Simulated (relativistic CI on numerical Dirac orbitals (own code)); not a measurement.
**Fe2+ in a cubic cluster: 2p photoemission with charge transfer**

Computed with a charge-transfer multiplet model of a cubic metal-ligand cluster with up to 3 ligand holes, Slater and spin-orbit integrals from Dirac-Coulomb-Breit ions, Slater integrals scaled by 0.9. The parameters are those of a tetrahedral site (10Dq negative, t2 hopping the larger). The ground state mixes d6 with configurations of k ligand holes L, whose averages lie at kΔ + k(k − 1)U_dd/2; a core hole lowers each added d electron by U_cd. 20 K, Lorentzian 0.6 eV and Gaussian 0.8 eV FWHM.

Atomic integrals in eV (Slater integrals scaled, ζ unscaled), ground: F2dd 9.813, F4dd 6.093, zeta_d 0.049; with the core hole: F2dd 11.484, F4dd 7.183, zeta_d 0.075, zeta_core 8.130, F2cd 6.732, G1cd 5.078, G3cd 2.886.

Cluster parameters (eV): U_dd = 5.4, U_cd = 6.7, 10Dq = -0.1, 10Dq(ligand) = 0, V(eg) = 1.12, V(t2g) = -1.91, final-state hopping factor = 1.

```tsv
Case	n_d	d6	d7L	d8L2	d9L3	S
Δ = -0.6 eV	6.67	0.42	0.50	0.08	0.00	2.00
Δ = 2.4 eV	6.34	0.68	0.29	0.02	0.00	2.00
Δ = 3.4 eV	6.27	0.75	0.24	0.01	0.00	2.00
```

Weights, n_d and S are thermal averages at 20 K. Binding energies count from the first peak over 30 % of the highest in each spectrum, which can be another peak from case to case. The parameters are a model scan and need not match a compound or its usual spin state. Peaks in eV (height, largest 100):
- Δ = -0.6 eV: 0.0 (100), 7.0 (44), 13.6 (59), 20.0 (28), 26.2 (7)
- Δ = 2.4 eV: 0.0 (100), 6.2 (49), 7.0 (50), 11.5 (21), 14.0 (61), 20.4 (29), 23.1 (11)
- Δ = 3.4 eV: 0.0 (100), 0.9 (93), 6.3 (48), 7.0 (48), 14.2 (63), 20.3 (28)

For the case Δ = 2.4 eV, Δ = 2.4 eV is smaller than U_dd = 5.4 eV, the charge-transfer side of the Zaanen-Sawatzky-Allen scheme. With the core hole the configuration with one ligand hole lies at Δ − U_cd = -7.3, -4.3, -3.3 eV from the one without, in the order of the table; where this is negative the screened configuration lies lower, though the effective hopping of about 3.3 eV (from the holes of the mixed ground state) mixes the two strongly wherever it is as large as the gap.
